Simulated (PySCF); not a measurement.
GeH2FCl, SMILES [F][GeH2][Cl].

Geometry optimised at B3LYP-D3(BJ)/def2-TZVP.

The numbers are results of TDA-M06-2X/def2-SVPD run with PySCF, not measurements.

Vertical excitations.  State labels are in the subgroup Cs.

| state | symmetry | energy (eV) | λ (nm) | f | main pairs |
|---|---|---|---|---|---|
| S1 | A" | 7.50 | 165 | 0.030 | HOMO→LUMO 72 %, HOMO→LUMO+1 15 % |
| S2 | A' | 7.85 | 158 | 0.024 | HOMO−1→LUMO 69 %, HOMO−1→LUMO+1 16 % |
| S3 | A" | 7.90 | 157 | 0.000 | HOMO→LUMO+1 77 %, HOMO→LUMO 13 % |
| S4 | A' | 8.62 | 144 | 0.005 | HOMO−1→LUMO+1 71 %, HOMO−1→LUMO 13 % |
| S5 | A" | 8.67 | 143 | 0.021 | HOMO→LUMO+2 83 % |
| S6 | A" | 9.04 | 137 | 0.000 | HOMO−3→LUMO 78 % |
| S7 | A' | 9.16 | 135 | 0.040 | HOMO−1→LUMO+2 87 % |
| S8 | A" | 9.19 | 135 | 0.000 | HOMO−3→LUMO+1 84 % |
| S9 | A' | 9.28 | 134 | 0.022 | HOMO−2→LUMO+1 59 %, HOMO−2→LUMO 28 % |
| S10 | A' | 9.65 | 128 | 0.369 | HOMO−2→LUMO 42 %, HOMO−2→LUMO+1 19 %, HOMO→LUMO+6 18 % |
| T1 | A" | 7.03 | 176 | 0 | HOMO→LUMO 73 %, HOMO→LUMO+1 12 % |
| T2 | A' | 7.36 | 168 | 0 | HOMO−1→LUMO 66 %, HOMO−1→LUMO+1 17 % |
| T3 | A" | 7.63 | 162 | 0 | HOMO→LUMO+1 73 % |
| T4 | A" | 8.11 | 153 | 0 | HOMO→LUMO+2 49 %, HOMO→LUMO+3 18 %, HOMO−3→LUMO+3 11 % |
Triplets are in the Tamm–Dancoff approximation.
